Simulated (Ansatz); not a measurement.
`[F][SbH][AlH2]` and `[F][SbH][SiH3]` differ in one atom or group.

Ansatz, PBE0-D4/def2-TZVP geometries, multiplicity 1. 

Elements past krypton have def2 core potentials.

| property | `[F][SbH][AlH2]` |
| --- | --- |
| ideal-gas entropy at 298 K and 1 bar (rigid rotor, harmonic PBE0-D4/def2-TZVP) / J/(mol·K) | 333 |
| HOMO energy (ωB97M-V/def2-TZVPP) / eV | -8.83 |
| size of the dipole moment (B3LYP/def2-TZVPP) / D | 2.45 |
| zero-point energy (PBE0-D4/def2-TZVP) / kJ/mol | 56.9 |
| LUMO energy (PBE/def2-TZVPP) / eV | -2.81 |
| HOMO energy (PBE0/def2-TZVPP) / eV | -6.90 |

Q: What does the change do to each property? (Best estimate.)

A: Computed: 
| property | `[F][SbH][SiH3]` | shift |
| --- | --- | --- |
| ideal-gas entropy at 298 K and 1 bar (rigid rotor, harmonic PBE0-D4/def2-TZVP) / J/(mol·K) | 332 | -1 |
| HOMO energy (ωB97M-V/def2-TZVPP) / eV | -9.33 | -0.50 |
| size of the dipole moment (B3LYP/def2-TZVPP) / D | 2.43 | -0.02 |
| zero-point energy (PBE0-D4/def2-TZVP) / kJ/mol | 87.2 | 30.3 |
| LUMO energy (PBE/def2-TZVPP) / eV | -2.57 | 0.24 |
| HOMO energy (PBE0/def2-TZVPP) / eV | -7.35 | -0.45 |

With PBE0 the HOMO falls by 0.45 eV and the LUMO rises by 0.31 eV, so the gap widens by about 0.76 eV. PBE moves the HOMO by -0.42 eV and ωB97M-V by -0.50 eV. The zero-point energy changes by 30.3 kJ/mol with +3 modes. Dipoles are sizes alone; their direction can turn.

B3LYP here is the variant with VWN-RPA as its local correlation; programs differ in this.

Spin–orbit coupling is left out; it splits and shifts lone-pair levels of the heavy atoms by tenths of an eV.
